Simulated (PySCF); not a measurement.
# Cs⁻ (caesium, charge -1) across methods

[Xe] 6s2, closed-shell 1S. Computed with PySCF 2.14 in aug-cc-pVTZ-X2C, with the spin-free X2C one-electron Hamiltonian (Gaussian nucleus).

```csv
method,E (hartree),mean ε 5s (eV),mean ε 5p (eV),mean ε 6s (eV),Σ⟨r²⟩ (bohr²),⟨S²⟩
wB97X-V,-7785.85,-28.859,-14.202,-0.501,183.5,0.000
LDA,-7779.29,-23.377,-10.128,0.620,178.0,0.000
r2SCAN,-7786.14,-24.388,-10.847,0.596,189.1,0.000
M06-2X,-7786.83,-28.033,-12.841,0.044,177.9,0.000
PBE,-7785.71,-23.323,-10.152,0.647,182.9,0.000
HSE06,-7785.71,-25.390,-11.245,0.594,183.4,0.000
PBE0,-7785.80,-25.885,-11.705,0.329,183.2,0.000
UHF,-7783.10060,-32.703,-15.613,-0.219,220.1,0.000
```

Spin-orbit coupling, which splits the p, d and f shells strongly at this Z, is absent.

The highest occupied level is positive at LDA, r2SCAN, M06-2X, PBE, HSE06, PBE0: only the finite basis holds that electron, which in a density functional comes from self-interaction.
